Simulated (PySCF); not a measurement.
# Identify the compound

Molecular formula: C7H11ClSi2. Simulated spectra:

¹H NMR (500 MHz, computed): δ 6.98 (t, 1H), 6.75 (m, 1H), 6.32 (s, 1H), 5.56 (m, 1H), 5.47 (m, 1H), 4.76 (s, 2H), 4.55 (m, 2H), 2.38 (m, 2H).

¹³C{¹H} NMR (computed): δ 162.6 (C), 153.6 (CH), 151.3 (CH), 139.2 (C), 134.1 (CH), 124.1 (CH2), 19.0 (CH2).

[PySCF: GFN2-xTB structure; NMR shieldings at PBE0/pcSseg-1/GIAO; one averaged value for each set of equivalent atoms; no solvent model; one computed conformer; non-relativistic]

Referencing at the same level of theory: ¹H (σ = 31.72 ppm) and ¹³C (σ = 186.93 ppm) against TMS.

Problem. What is the structure?

Solution. 
1. Rings plus π bonds: 4 (1 ring in the answer).
2. 7 carbon signals for 7 carbons: no two carbons are equivalent.
3. Carbon types of the structure: 2 × C, 3 × CH, 2 × CH2, leaving 4 H on heteroatoms.
4. δC 162.6, 139.2: fully substituted alkene carbon; as expected for a trigonal carbon in a double bond.
5. δC 153.6, 151.3, 134.1: alkene CH; the olefinic region.
6. δC 124.1: terminal =CH2 carbon; as expected for a trigonal carbon in a double bond.
7. δC 19.0: allylic sp3 CH2 bonded to Si.
8. δH 6.98, 6.75, 6.32: hydrogen on an alkene CH; olefinic region.
9. δH 5.56, 5.47: hydrogen on a terminal =CH2 carbon; attached to an sp2 carbon and in the plane of the double bond.
10. δH 2.38: hydrogen on an allylic sp3 CH2 bonded to Si; allylic position.

The compound is `C=CC1=C[SiH2]C/C(=C\Cl)[SiH2]1`.

The data come from this structure; uniqueness wasn't tested.

Carbons that carry Cl, above all several Cl atoms, come out too deshielded, partly because spin–orbit coupling is missing. Shifts are as computed. Against solution values, carbons near 30 ppm lie about +3 ppm off and those near 130 ppm about +5 ppm; carbons on Cl a further +6 ppm. Of 1211 compounds with measured shifts, 218 miss one by over three times the rms of a fit or turn the order of signals round; such compounds aren't used in these exercises. No couplings were computed; multiplicities are counted from neighbouring protons, with m where these are inequivalent, close in shift, in a saturated or five-membered ring or joined by F or P, and br s for small geminal =CH2 splittings.
